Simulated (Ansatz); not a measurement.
Basis-set extrapolation for `F[SiH](F)[Si](F)(F)F` (PBE0-D4/def2-TZVP geometry, frozen core, Ansatz 0.2.0). Multiplicity 1, RHF reference.

```json
{"": "HF", "def2-TZVPP": "-1076.250044", "def2-QZVPP": "-1076.293664"}
{"": "MP2 correlation", "def2-TZVPP": "-1.462727", "def2-QZVPP": "-1.604472"}
{"": "CCSD(T) correlation", "def2-TZVPP": "-1.518391", "def2-QZVPP": "not run"}
```

Energies in hartree. Use E(X) = E(∞) + A·exp(−7.88·√X) for Hartree–Fock and E(X) = E(∞) + B·X^(−2.97) for correlation, with X = 3 and 4, and add CCSD(T) minus MP2 of the smaller set to the MP2 limit.

Question: What is the CCSD(T) energy at the basis-set limit?

Answer: HF limit: -1076.293664 + (-0.043620) × 0.13774 = -1076.29967. MP2 limit: -1.604472 + (-0.141745) × 0.74074 = -1.70947. Higher-order term: -1.518391 − (-1.462727) = -0.05566. Total: -1078.06480 hartree, 186.0 kcal/mol below CCSD(T)/def2-TZVPP.
